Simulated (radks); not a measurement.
Values are calculated unless marked as measured or tabulated.
All-electron atom: Ta42+ in [Ar] 3d10 4s2 4p1 (the NIST ground configuration).

Code: a radial shooting solver on a logarithmic mesh with Libxc functionals. Model: scalar-relativistic Kohn-Sham, XLYP, spin-polarised, spherical densities, finite nucleus; open shells are filled with parallel spins first (spin-orbit coupling, left out, can overturn this in heavy ions); Fermi nuclear charge, rms radius 5.3507 fm.

Energy parts (hartree):
| part | energy |
|---|---|
| total | -14449.1893 |
| kinetic | 15976.7183 |
| electron-nucleus | -33117.0343 |
| Hartree | 2931.9700 |
| exchange-correlation | -240.8432 |

Orbitals (lengths in bohr, moments of r in powers of bohr):
orbital  occ.  eigenvalue (hartree)      <r>
1s up       1             -2549.568  0.01866
1s down     1             -2549.531  0.01866
2s up       1             -498.4265  0.07883
2s down     1             -498.4065  0.07883
2p up       3             -446.1082  0.07042
2p down     3             -446.0768  0.07042
3s up       1             -167.1631   0.2015
3s down     1             -167.1252   0.2015
3p up       3             -151.5282   0.2006
3p down     3             -151.4854   0.2006
3d up       5             -133.8565   0.1807
3d down     5             -133.8175   0.1806
4s up       1             -80.42814   0.4025
4s down     1             -80.19626   0.4023
4p up       1             -74.50015   0.4121
4p down     0             -74.26697   0.4120

The highest occupied level is 4p up at -2027.3 eV. Summed over all electrons, <r^2> = 1.360 bohr^2, which gives a Langevin (diamagnetic) susceptibility term of -1.08 x 10^-6 cm^3/mol. Spin moment in Bohr magnetons: 1. The electron density at the nucleus is 1.399e+06 e/bohr^3 (large components only). The density falls to 0.001 e/bohr^3 at r = 0.97 bohr. The spin density at the nucleus is -23.22 e/bohr^3 (1s -11.69, 2s 2.74, 3s -0.99, 4s -13.29). For comparison, the ionisation energy in NIST's Atomic Spectra Database is 2113 eV (theoretical). In exact Kohn-Sham theory the highest level is minus the ionisation energy, but local and semilocal functionals leave it too shallow, through self-interaction and a potential that decays too fast; potentials with the right tail come closer.
